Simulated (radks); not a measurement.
All-electron atom: Ba20+ in [Kr] (the NIST ground configuration). Calculated with a radial shooting solver on a logarithmic mesh with Libxc functionals: scalar-relativistic Kohn-Sham, exchange-only LDA, spin-polarised, spherical densities, point nucleus.

Normalised radial functions P(r) = r R(r), r in bohr:

r	3p	4s
0.002403	0.0158	0.1694
0.003055	0.0239	0.2025
0.003914	0.0368	0.2404
0.005016	0.0564	0.2807
0.006377	0.0848	0.3192
0.008171	0.1283	0.3535
0.01047	0.1918	0.3747
0.01331	0.2787	0.3727
0.01706	0.4011	0.3343
0.02186	0.5605	0.2451
0.02779	0.7459	0.1014
0.03561	0.9499	-0.1033
0.04563	1.1214	-0.3373
0.05801	1.1846	-0.5328
0.07434	1.0474	-0.6100
0.09526	0.6192	-0.4642
0.1211	-0.0808	-0.0795
0.1552	-0.9654	0.4601
0.1989	-1.7288	0.8646
0.2528	-2.0544	0.8132
0.324	-1.8365	0.1784
0.4151	-1.2308	-0.7651
0.5278	-0.6161	-1.4246
0.6763	-0.2076	-1.4412
0.8667	-0.0439	-0.9228
1.102	-0.0056	-0.3844
1.412	-0.0003	-0.0913
1.809	0.0000	-0.0112

3p: eigenvalue -1562.8 eV, 1 radial node at r = 0.118 bohr, <r> = 0.287 bohr, 90 % of the charge inside 0.430 bohr. 4s: eigenvalue -702.50 eV, 3 radial nodes at r = 0.0317, 0.126, 0.340 bohr, <r> = 0.624 bohr, 90 % of the charge inside 0.885 bohr.
